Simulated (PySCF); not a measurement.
**Electronic structure of Co²⁺ (cobalt, charge +2) at the LDA level**

Configuration: [Ar] 3d6 4s1, high-spin 6D determinant (an excited configuration). All numbers are calculated (PySCF 2.14, the non-relativistic Hamiltonian (point nucleus), in def2-TZVPPD (6s6p4d2f1g, 67 functions)).

- Total energy: -1378.943 hartree
- One-electron energy: -1886.999 hartree
- Hartree (Coulomb) energy: 563.965 hartree
- Exchange-correlation energy: -55.909 hartree
- Kinetic energy: 1378.89767 hartree
- ⟨S²⟩: 8.7506
- ⟨L²⟩: 6.006
- Sum of ⟨r⟩: 16.53 bohr
- Sum of ⟨r²⟩: 20.08 bohr²
- Traceless quadrupole moment −½Σ⟨3z² − r²⟩ along its main axis: 0.256 e·bohr²
- Density at the nucleus (Gaussians lack the cusp): 13000 bohr⁻³
- Spin density at the nucleus: 9.58 bohr⁻³
- Langevin diamagnetic susceptibility: -15.9 ×10⁻⁶ cm³/mol

| shell | electrons | mean orbital energy (eV) | spread (eV) | rms radius, mean of both spins (bohr) |
| --- | --- | --- | --- | --- |
| 1s α | 1 | -7527.2 | 0 | 0.0659 |
| 1s β | 1 | -7527.0 | 0 | 0.0659 |
| 2s α | 1 | -910.12 | 0 | 0.281 |
| 2s β | 1 | -907.65 | 0 | 0.281 |
| 2p α | 3 | -794.87 | 1.061 | 0.251 |
| 2p β | 3 | -792.95 | 0.651 | 0.251 |
| 3s α | 1 | -128.05 | 0 | 0.837 |
| 3s β | 1 | -123.23 | 0 | 0.837 |
| 3p α | 3 | -93.437 | 1.955 | 0.880 |
| 3p β | 3 | -88.708 | 0.833 | 0.880 |
| 3d α | 5 | -36.194 | 2.164 | 1.07 |
| 3d β | 1 | -31.637 | 0 | 1.07 |
| 4s α | 1 | -24.031 | 0 | 2.57 |
